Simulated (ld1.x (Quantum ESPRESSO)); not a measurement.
# What one change does to a pseudopotential (osmium, RRKJ)

ld1.x (Quantum ESPRESSO) 7.5 input, shortened:

```
&input
   title='Os', zed=76., rel=2, dft='PBESOL', iswitch=3,
   config='[Xe] 4f14 5d6 6s1.5 6p0.5', rel_dist='average'
 /
 &inputp
   pseudotype=2, tm=.false., lloc=0,
   nlcc=.true.
 /
3
6P  2  1   0.50   0.00  3.85  3.85  0.0
5D  3  2   6.00   0.00  1.50  1.50  0.0
6S  1  0   1.50   0.00  1.90  1.90  0.0
 &test
   configts(1)='5d6 6s1.5 6p0.5'
 /
```

Open shells are filled in proportion to 2j + 1 (rel_dist='average').

Change: wave 6p (bound): rc 3.85 bohr becomes 6p (bound): rc 2.46 bohr.

Cutoffs: the cutoffs (Ry, on a coarse ladder) from which the occupation-weighted sum of valence levels, in a spherical-Bessel basis at the reference potential, stays within 10 and 1 mRy of its value at 400 Ry; they do not see the model core or the augmentation charge, which bear on the density cutoff. Errors are all-electron minus pseudo energies relative to the spin-unpolarised reference configuration.

Task: Predict the effect on cutoff, ghosts and configuration errors.

Result: The potential gets neither clearly harder nor softer (70 Ry and 90 Ry → 70 Ry and 90 Ry); the d channel sets the loose cutoff, while the largest relative change is in p, which becomes harder; of the 7 tests that both files solve, the error grows in 0 and shrinks in 2 by more than 15 % and 0.3 meV (median size 20.1 → 22.0 meV); neither file shows a bound ghost.

```tsv
quantity	base	changed
cutoff, loose	70 Ry	70 Ry
cutoff, tight	90 Ry	90 Ry
loose cutoff by channel (10 mRy a level)	p 6 Ry, d 45 Ry, s 18 Ry	p 12 Ry, d 45 Ry, s 18 Ry
bound ghosts	none	none
error for 5d6 6s2 6p0, meV [ΔE -2.49 eV]	-0.6	-0.2
error for 5d6 6s1 6p0, meV [ΔE 7.14 eV]	-2.8	-3.0
error for 5d6 6s0 6p0, meV [ΔE 24.08 eV]	-20	-22
error for 5d4 6s0 6p0, meV [ΔE 94.44 eV]	-569	-593
error for 5d6 6s0 6p1, meV [ΔE 13.28 eV]	-7.4	-1.7
error for 5d7 6s1 6p0, meV [ΔE -2.18 eV]	-51	-46
error for 5d5 6s0 6p0, meV [ΔE 52.95 eV]	-126	-138
```
